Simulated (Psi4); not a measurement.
A run for Psi4: SAPT0/jun-cc-pV(D+d)Z on C2H5ClO (a complex), monomers drawn apart or pushed together.

```
memory 2025 MB

molecule dimer {
0 1
C     0.97991207    0.48506851   -0.20187749
Cl    1.16564603   -1.25024077    0.23434280
H     0.16697988    0.56429505   -0.91666942
H     0.75548025    1.03590559    0.70651581
H     1.91430297    0.82080869   -0.64034747
--
0 1
C     0.23183733    0.14227361    5.03402703
O     0.08027644    1.32292894    4.86638771
H    -0.61121587   -0.57043774    4.98190009
H     1.22159458   -0.29612569    5.25673715
units angstrom
symmetry c1
no_reorient
no_com
}

set {
  basis jun-cc-pV(D+d)Z
  scf_type df
  freeze_core true
}

energy('sapt0')
```

The log:

```
[...]
==> Input File <==

--------------------------------------------------------------------------
memory 2025 MB

molecule dimer {
0 1
C     0.97991207    0.48506851   -0.20187749
Cl    1.16564603   -1.25024077    0.23434280
H     0.16697988    0.56429505   -0.91666942
H     0.75548025    1.03590559    0.70651581
H     1.91430297    0.82080869   -0.64034747
--
0 1
C     0.23183733    0.14227361    5.03402703
O     0.08027644    1.32292894    4.86638771
H    -0.61121587   -0.57043774    4.98190009
H     1.22159458   -0.29612569    5.25673715
units angstrom
symmetry c1
no_reorient
no_com
}

set {
  basis jun-cc-pV(D+d)Z
  scf_type df
  freeze_core true
}

energy('sapt0')
--------------------------------------------------------------------------


   => Loading Basis Set <=

    Name: JUN-CC-PV(D+D)Z
    Role: ORBITAL
    Keyword: BASIS
    atoms 1, 6     entry C          line   188 file jun-cc-pv_dpd_z.gbs
    atoms 2        entry CL         line   764 file jun-cc-pv_dpd_z.gbs
    atoms 3-5, 8-9 entry H          line    60 file jun-cc-pv_dpd_z.gbs
    atoms 7        entry O          line   256 file jun-cc-pv_dpd_z.gbs

   => Loading Basis Set <=

    Name: JUN-CC-PV(D+D)Z
    Role: ORBITAL
    Keyword: BASIS
    atoms 1, 6     entry C          line   188 file jun-cc-pv_dpd_z.gbs
    atoms 2        entry CL         line   764 file jun-cc-pv_dpd_z.gbs
    atoms 3-5, 8-9 entry H          line    60 file jun-cc-pv_dpd_z.gbs
    atoms 7        entry O          line   256 file jun-cc-pv_dpd_z.gbs


  //>>>>>>>>>>>>>>>>>>>>>>>>>>>>>>>>>>>//
  //              Dimer HF             //
  //<<<<<<<<<<<<<<<<<<<<<<<<<<<<<<<<<<<//

   => Libint2 <=

    Primary   basis highest AM E, G, H:  7, 6, 3
    Auxiliary basis highest AM E, G, H:  7, 7, 4
    Onebody   basis highest AM E, G, H:  -, -, -
    Solid Harmonics ordering:            Gaussian


   => Loading Basis Set <=

    Name: JUN-CC-PV(D+D)Z
    Role: ORBITAL
    Keyword: BASIS
    atoms 1, 6     entry C          line   188 file jun-cc-pv_dpd_z.gbs
    atoms 2        entry CL         line   764 file jun-cc-pv_dpd_z.gbs
    atoms 3-5, 8-9 entry H          line    60 file jun-cc-pv_dpd_z.gbs
    atoms 7        entry O          line   256 file jun-cc-pv_dpd_z.gbs


         ---------------------------------------------------------
                                   SCF
               by Justin Turney, Rob Parrish, Andy Simmonett
                          and Daniel G. A. Smith
                              RHF Reference
                        1 Threads,   1931 MiB Core
         ---------------------------------------------------------

  ==> Geometry <==

    Molecular point group: c1
    Full point group: C1

    Geometry (in Angstrom), charge = 0, multiplicity = 1:

       Center              X                  Y                   Z               Mass
    ------------   -----------------  -----------------  -----------------  -----------------
         C            0.979912070000     0.485068510000    -0.201877490000    12.000000000000
         CL           1.165646030000    -1.250240770000     0.234342800000    34.968852682000
         H            0.166979880000     0.564295050000    -0.916669420000     1.007825032230
         H            0.755480250000     1.035905590000     0.706515810000     1.007825032230
         H            1.914302970000     0.820808690000    -0.640347470000     1.007825032230
         C            0.231837330000     0.142273610000     5.034027030000    12.000000000000
         O            0.080276440000     1.322928940000     4.866387710000    15.994914619570
         H           -0.611215870000    -0.570437740000     4.981900090000     1.007825032230
         H            1.221594580000    -0.296125690000     5.256737150000     1.007825032230

  Running in c1 symmetry.

  Rotational constants: A =      0.12070  B =      0.02163  C =      0.01940 [cm^-1]
  Rotational constants: A =   3618.46530  B =    648.34389  C =    581.53838 [MHz]
  Nuclear repulsion =  124.261085991876669

  Charge       = 0
  Multiplicity = 1
  Electrons    = 42
  Nalpha       = 21
  Nbeta        = 21

  ==> Algorithm <==

  SCF Algorithm Type is DF.
  DIIS enabled.
  MOM disabled.
  Fractional occupation disabled.
  Guess Type is SAD.
  Energy threshold   = 1.00e-08
  Density threshold  = 1.00e-08
  Integral threshold = 1.00e-12

  ==> Primary Basis <==

  Basis Set: JUN-CC-PV(D+D)Z
    Blend: JUN-CC-PV(D+D)Z
    Number of shells: 50
    Number of basis functions: 106
    Number of Cartesian functions: 111
    Spherical Harmonics?: true
    Max angular momentum: 2

   => Loading Basis Set <=

    Name: (JUN-CC-PV(D+D)Z AUX)
    Role: JKFIT
    Keyword: DF_BASIS_SCF
    atoms 1, 6     entry C          line   146 file jun-cc-pvdz-jkfit.gbs
    atoms 2        entry CL         line   746 file jun-cc-pvdz-jkfit.gbs
    atoms 3-5, 8-9 entry H          line    70 file jun-cc-pvdz-jkfit.gbs
    atoms 7        entry O          line   258 file jun-cc-pvdz-jkfit.gbs

  ==
[...]
 A
    DOCC [     8 ]
    NA   [     8 ]
    NB   [     8 ]

  @DF-RHF Final Energy:  -113.88278959470307

   => Energetics <=

    Nuclear Repulsion Energy =             31.3521413176005659
    One-Electron Energy =                -217.3458943854516576
    Two-Electron Energy =                  72.1109634731480185
    Total Energy =                       -113.8827895947030697

Computation Completed


Properties will be evaluated at   0.000000,   0.000000,   0.000000 [a0]

Properties computed using the SCF density matrix


 Multipole Moments:

 ------------------------------------------------------------------------------------
     Multipole            Electronic (a.u.)      Nuclear  (a.u.)        Total (a.u.)
 ------------------------------------------------------------------------------------

 L = 1.  Multiply by 2.5417464519 to convert [e a0] to [Debye]
 Dipole X            :         -4.8511223            4.9957068            0.1445845
 Dipole Y            :        -21.1035868           19.9753684           -1.1282184
 Dipole Z            :       -149.8331559          149.9949346            0.1617787
 Magnitude           :                                                    1.1488924

 ------------------------------------------------------------------------------------

  Constructing Basis Sets for SAPT...

   => Loading Basis Set <=

    Name: (JUN-CC-PV(D+D)Z AUX)
    Role: RIFIT
    Keyword: DF_BASIS_SAPT
    atoms 1, 6     entry C          line   100 file jun-cc-pvdz-ri.gbs
    atoms 2        entry CL         line   544 file jun-cc-pvdz-ri.gbs
    atoms 3-5, 8-9 entry H          line    30 file jun-cc-pvdz-ri.gbs
    atoms 7        entry O          line   188 file jun-cc-pvdz-ri.gbs

   => Loading Basis Set <=

    Name: (JUN-CC-PV(D+D)Z AUX)
    Role: JKFIT
    Keyword: DF_BASIS_ELST
    atoms 1, 6     entry C          line   146 file jun-cc-pvdz-jkfit.gbs
    atoms 2        entry CL         line   746 file jun-cc-pvdz-jkfit.gbs
    atoms 3-5, 8-9 entry H          line    70 file jun-cc-pvdz-jkfit.gbs
    atoms 7        entry O          line   258 file jun-cc-pvdz-jkfit.gbs


  //>>>>>>>>>>>>>>>>>>>>>>>>>>>>>>>>>>>//
  //               SAPT0               //
  //<<<<<<<<<<<<<<<<<<<<<<<<<<<<<<<<<<<//



        SAPT0
    Ed Hohenstein
     6 June 2009

      Orbital Information
  --------------------------
    NSO        =       106
    NMO        =       106
    NRI        =       350
    NRI (Elst) =       473
    NOCC A     =        13
    NOCC B     =         8
    FOCC A     =         6
    FOCC B     =         2
    NVIR A     =        93
    NVIR B     =        98

    Elst10,r            =    -0.001257461903 [Eh]
    Exch10              =     0.000012372467 [Eh]
    Exch10 (S^2)        =     0.000012372287 [Eh]

    Maxiter = 50
    CPHF R converge = 1.000000E-08

    Iter     Energy [mEh]          dE [mEh]         Residual      Time [s]
       1      -0.02191592       0.021915915     1.164397e-03             0
       2      -0.02615929       0.004243374     6.237093e-04             0
       3      -0.02871966       0.002560376     1.252421e-04             0
       4      -0.02869312      -0.000026549     3.967767e-05             0
       5      -0.02862592      -0.000067199     8.421038e-06             0
       6      -0.02863339       0.000007476     2.503552e-06             0
       7      -0.02863490       0.000001503     4.054484e-07             0
       8      -0.02863453      -0.000000369     9.281696e-08             0
       9      -0.02863448      -0.000000043     2.836502e-08             0
      10      -0.02863450       0.000000019     9.615664e-09             0

    CHF Iterations converged

    Maxiter = 50
    CPHF R converge = 1.000000E-08

    Iter     Energy [mEh]          dE [mEh]         Residual      Time [s]
       1      -0.01277509       0.012775089     1.479793e-03             0
       2      -0.01254775      -0.000227338     4.043885e-04             0
       3      -0.01505337       0.002505618     1.168429e-04             0
       4      -0.01488311      -0.000170258     4.069532e-05             0
       5      -0.01488090      -0.000002207     1.121264e-05             0
       6      -0.01489364       0.000012738     1.705014e-06             0
       7      -0.01489236      -0.000001283     2.871074e-07             0
       8      -0.01489242       0.000000063     5.772976e-08             0
       9      -0.01489244       0.000000016     1.261665e-08             0
      10      -0.01489243      -0.000000007     4.441833e-09             0

    CHF Iterations converged

    Ind20,r (A<-B)      =    -0.000028634503 [Eh]
    Ind20,r (B<-A)      =    -0.000014892431 [Eh]
    Ind20,r             =    -0.000043526934 [Eh]
    Exch-Ind20,r (A<-B) =     0.000001274068 [Eh]
    Exch-Ind20,r (B<-A) =     0.000000650735 [Eh]
    Exch-Ind20,r        =     0.000001924804 [Eh]
    Disp20              =    -0.000193947994 [Eh]
    Disp20 (SS)         =    -0.000096973997 [Eh]
    Disp20 (OS)         =    -0.000096973997 [Eh]
    Exch-Disp20         =     0.000001059366 [Eh]
    Exch-Disp20 (SS)    =     0.000000630980 [Eh]
    Exch-Disp20 (OS)    =     0.000000428386 [Eh]

    SAPT Results
  --------------------------------------------------------------------------------------------------------
    Electrostatics                 -1.25746190 [mEh]      -0.78906926 [kcal/mol]      -3.30146577 [kJ/mol]
      Elst10,r                     -1.25746190 [mEh]      -0.78906926 [kcal/mol]      -3.30146577 [kJ/mol]

    Exchange                        0.01237247 [mEh]       0.00776384 [kcal/mol]       0.03248391 [kJ/mol]
      Exch10                        0.01237247 [mEh]       0.00776384 [kcal/mol]       0.03248391 [kJ/mol]
      Exch10(S^2)                   0.01237229 [mEh]       0.00776373 [kcal/mol]       0.03248343 [kJ/mol]

    Induction                      -0.04384072 [mEh]      -0.02751047 [kcal/mol]      -0.11510379 [kJ/mol]
      Ind20,r                      -0.04352693 [mEh]      -0.02731356 [kcal/mol]      -0.11427995 [kJ/mol]
      Exch-Ind20,r                  0.00192480 [mEh]       0.00120783 [kcal/mol]       0.00505357 [kJ/mol]
      delta HF,r (2)               -0.00223859 [mEh]      -0.00140474 [kcal/mol]      -0.00587742 [kJ/mol]

    Dispersion                     -0.19288863 [mEh]      -0.12103944 [kcal/mol]      -0.50642902 [kJ/mol]
      Disp20                       -0.19394799 [mEh]      -0.12170420 [kcal/mol]      -0.50921039 [kJ/mol]
      Exch-Disp20                   0.00105937 [mEh]       0.00066476 [kcal/mol]       0.00278137 [kJ/mol]
      Disp20 (SS)                  -0.09697400 [mEh]      -0.06085210 [kcal/mol]      -0.25460519 [kJ/mol]
      Disp20 (OS)                  -0.09697400 [mEh]      -0.06085210 [kcal/mol]      -0.25460519 [kJ/mol]
      Exch-Disp20 (SS)              0.00063098 [mEh]       0.00039595 [kcal/mol]       0.00165664 [kJ/mol]
      Exch-Disp20 (OS)              0.00042839 [mEh]       0.00026882 [kcal/mol]       0.00112473 [kJ/mol]

  Total HF                         -1.28893016 [mEh]      -0.80881588 [kcal/mol]      -3.38408566 [kJ/mol]
  Total SAPT0                      -1.48181878 [mEh]      -0.92985533 [kcal/mol]      -3.89051468 [kJ/mol]

  Special recipe for scaled SAPT0 (see Manual):
    Electrostatics sSAPT0          -1.25746190 [mEh]      -0.78906926 [kcal/mol]      -3.30146577 [kJ/mol]
    Exchange sSAPT0                 0.01237247 [mEh]       0.00776384 [kcal/mol]       0.03248391 [kJ/mol]
    Induction sSAPT0               -0.04384064 [mEh]      -0.02751041 [kcal/mol]      -0.11510357 [kJ/mol]
    Dispersion sSAPT0              -0.19288858 [mEh]      -0.12103941 [kcal/mol]      -0.50642890 [kJ/mol]
  Total sSAPT0                     -1.48181865 [mEh]      -0.92985524 [kcal/mol]      -3.89051434 [kJ/mol]
  --------------------------------------------------------------------------------------------------------



*** Psi4 exiting successfully. Buy a developer a beer!
```

The run finished.

Cost: around 12 core-seconds (rough).
